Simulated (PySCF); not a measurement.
## Stretching KLi

Set-up: basis K x2c-TZVPall, Li x2c-TZVPall; spin-free X2C with a Gaussian nucleus; PySCF 2.14. Energies in eV from K + Li in their ground configurations at the same level. State: ¹Σ⁺ (singlet), closed shell.

All columns are PBE0. A positive dipole means K(−)Li(+).

| R (Å) | E (eV) | μ (D) | Mulliken charge on K (basis-dependent) | HOMO (eV) | LUMO (eV) | Mayer bond order | ⟨S²⟩ |
| --- | --- | --- | --- | --- | --- | --- | --- |
| 2.914 | -0.505 | -2.98 | 0.07 | -3.41 | -1.14 | 0.99 | 0.00 |
| 3.049 | -0.577 | -3.07 | 0.06 | -3.37 | -1.17 | 0.99 | 0.00 |
| 3.185 | -0.620 | -3.17 | 0.07 | -3.33 | -1.20 | 0.99 | 0.00 |
| 3.286 | -0.636 | -3.25 | 0.07 | -3.31 | -1.23 | 0.99 | 0.00 |
| 3.388 | -0.641 | -3.33 | 0.08 | -3.28 | -1.26 | 0.99 | 0.00 |
| 3.490 | -0.637 | -3.41 | 0.08 | -3.26 | -1.29 | 0.99 | 0.00 |
| 3.625 | -0.619 | -3.52 | 0.09 | -3.23 | -1.33 | 0.99 | 0.00 |
| 3.795 | -0.581 | -3.65 | 0.10 | -3.19 | -1.39 | 0.99 | 0.00 |
| 3.998 | -0.519 | -3.80 | 0.11 | -3.15 | -1.45 | 0.98 | 0.00 |
| 4.269 | -0.421 | -3.99 | 0.12 | -3.11 | -1.54 | 0.98 | 0.00 |

A fit through these points gives, at Re = 3.388 Å, μ = -3.33 D and dμ/dR = -0.790 D/Å; the reduced mass is 5.945 u.

How strong is the fundamental in the double-harmonic approximation, I = 42.26·(dμ/dR)²/μred km/mol?

I = 42.26·(-0.790)²/5.945 = 4.44 km/mol at PBE0.

Closed-shell solutions of metal pairs were not tested for spin polarisation, which can lower them a little.
